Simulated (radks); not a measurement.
Values are calculated unless marked as measured or tabulated.
Ionisation of Ar, [Ar], to Ar+, [Ne] 3s2 3p5, under several functionals. Non-relativistic Kohn-Sham, spin-polarised, spherical densities, point nucleus; open shells are filled with parallel spins first; a radial shooting solver on a logarithmic mesh with Libxc functionals.

| functional | E(Ar) (hartree) | Exc (hartree) | IE (eV) | -e(HOMO) (eV) | <r> HOMO (bohr) | IE error (eV) |
|---|---|---|---|---|---|---|
| XLYP | -527.69876 | -31.04199 | 15.714 | 10.194 | 1.670 | -0.046 |
| PBEsol | -526.60663 | -29.92472 | 15.773 | 10.249 | 1.664 | +0.014 |
| PW91 | -527.53867 | -30.88489 | 15.876 | 10.344 | 1.664 | +0.116 |
| exchange-only r2SCAN | -526.82034 | -30.16548 | 15.257 | 9.916 | 1.666 | -0.503 |
| AM05 | -526.07629 | -29.38052 | 15.753 | 10.222 | 1.664 | -0.006 |
| HCTH/407 | -527.64098 | -31.02960 | 16.082 | 10.576 | 1.655 | +0.322 |
| r2SCAN | -527.51772 | -30.87847 | 16.171 | 10.727 | 1.658 | +0.412 |

NIST Atomic Spectra Database: 15.760 eV (measured). Closest: AM05. The Delta-SCF values span 0.91 eV, the total energies 1.62 hartree. The highest occupied level is 3p. Open shells are spherical and high-spin; term and fine-structure splittings are not resolved.
